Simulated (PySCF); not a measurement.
Species: C2H11OPSi2.
Atom-mapped SMILES: `[CH3:1][O:2][SiH2:3][PH:4][SiH2:5][CH3:6]` (hydrogens: H7, H8, H9 on C1; H10, H11 on Si3; H12 on P4; H13, H14 on Si5; H15, H16, H17 on C6)

The same species was optimised twice, with GFN2-xTB and with PBE0-D3(BJ)/def2-SVP (PySCF), and the same property calculations (PySCF, gas phase) were run on both structures.

| coordinate | GFN2-xTB | PBE0-D3(BJ)/def2-SVP | change |
| --- | --- | --- | --- |
| O2–Si3 (Å) | 1.619 | 1.662 | +0.043 |
| P4–Si5 (Å) | 2.237 | 2.264 | +0.027 |
| Si3–P4 (Å) | 2.238 | 2.261 | +0.023 |
| Si5–C6 (Å) | 1.903 | 1.881 | -0.022 |
| C1–O2 (Å) | 1.396 | 1.401 | +0.005 |
| Si3–P4–Si5 (°) | 101.1 | 95.5 | -5.6 |
| C1–O2–Si3 (°) | 128.1 | 123.8 | -4.3 |
| P4–Si5–C6 (°) | 113.4 | 115.6 | +2.2 |
| O2–Si3–P4 (°) | 109.4 | 110.7 | +1.3 |
| C1–O2–Si3–P4 (°) | -42 | -57 | -15 |
| O2–Si3–P4–Si5 (°) | -168 | 168 | -24 |
| Si3–P4–Si5–C6 (°) | 63 | 44 | -19 |

Rotational constants: A = 4048, B = 820.6, C = 742.0 MHz (GFN2-xTB) against A = 3693, B = 861.2, C = 757.0 MHz (PBE0-D3(BJ)/def2-SVP). Point groups within 0.08 Å: C1 and C1.

On the GFN2-xTB structure: isotropic polarisability (au) 109.5 [CAM-B3LYP/def2-SVPD]; HOMO (eV) -8.33 [CAM-B3LYP/def2-SVPD]; LUMO (eV) 0.79 [CAM-B3LYP/def2-SVPD]; dipole (D) 0.59 [CAM-B3LYP/def2-SVPD]; HOMO (eV) -7.14 [PBE0/pcSseg-1]; LUMO (eV) 0.04 [PBE0/pcSseg-1]; dipole (D) 0.71 [PBE0/pcSseg-1]; GIAO shielding of C1 (ppm) 134.0 [PBE0/pcSseg-1]; GIAO shielding of O2 (ppm) 336.8 [PBE0/pcSseg-1]; GIAO shielding of Si3 (ppm) 360.6 [PBE0/pcSseg-1]; GIAO shielding of P4 (ppm) 624.2 [PBE0/pcSseg-1]; GIAO shielding of Si5 (ppm) 405.0 [PBE0/pcSseg-1]; GIAO shielding of C6 (ppm) 188.6 [PBE0/pcSseg-1].

What do these properties become on the PBE0-D3(BJ)/def2-SVP structure?

| property | level | on GFN2-xTB | on PBE0-D3(BJ)/def2-SVP | change |
| --- | --- | --- | --- | --- |
| isotropic polarisability (au) | CAM-B3LYP/def2-SVPD | 109.5 | 111.7 | +2.2 |
| HOMO (eV) | CAM-B3LYP/def2-SVPD | -8.33 | -8.44 | -0.11 |
| LUMO (eV) | CAM-B3LYP/def2-SVPD | 0.79 | 0.83 | +0.04 |
| dipole (D) | CAM-B3LYP/def2-SVPD | 0.59 | 0.76 | +0.17 |
| energy, GFN2-xTB geometry as zero (kcal/mol) | CAM-B3LYP/def2-SVPD | 0.0 | -4.2 | -4.2 |
| HOMO (eV) | PBE0/pcSseg-1 | -7.14 | -7.25 | -0.11 |
| LUMO (eV) | PBE0/pcSseg-1 | 0.04 | 0.12 | +0.08 |
| dipole (D) | PBE0/pcSseg-1 | 0.71 | 0.93 | +0.22 |
| energy, GFN2-xTB geometry as zero (kcal/mol) | PBE0/pcSseg-1 | 0.0 | -3.8 | -3.8 |
| GIAO shielding of C1 (ppm) | PBE0/pcSseg-1 | 134.0 | 131.8 | -2.2 |
| GIAO shielding of O2 (ppm) | PBE0/pcSseg-1 | 336.8 | 327.2 | -9.6 |
| GIAO shielding of Si3 (ppm) | PBE0/pcSseg-1 | 360.6 | 358.5 | -2.1 |
| GIAO shielding of P4 (ppm) | PBE0/pcSseg-1 | 624.2 | 606.7 | -17.5 |
| GIAO shielding of Si5 (ppm) | PBE0/pcSseg-1 | 405.0 | 396.2 | -8.8 |
| GIAO shielding of C6 (ppm) | PBE0/pcSseg-1 | 188.6 | 188.0 | -0.6 |

The heavy atoms differ by 0.429 Å rms after alignment. Among the bonds compared O2–Si3 changes most (+0.043 Å). Changes are differences of the printed values. Neither structure is proved a minimum here.

Conformer computed: `[CH3:1][O:2][SiH2:3][PH:4][SiH2:5][CH3:6]`: C1–O2–Si3–P4 -57°, O2–Si3–P4–Si5 168°, Si3–P4–Si5–C6 44°.
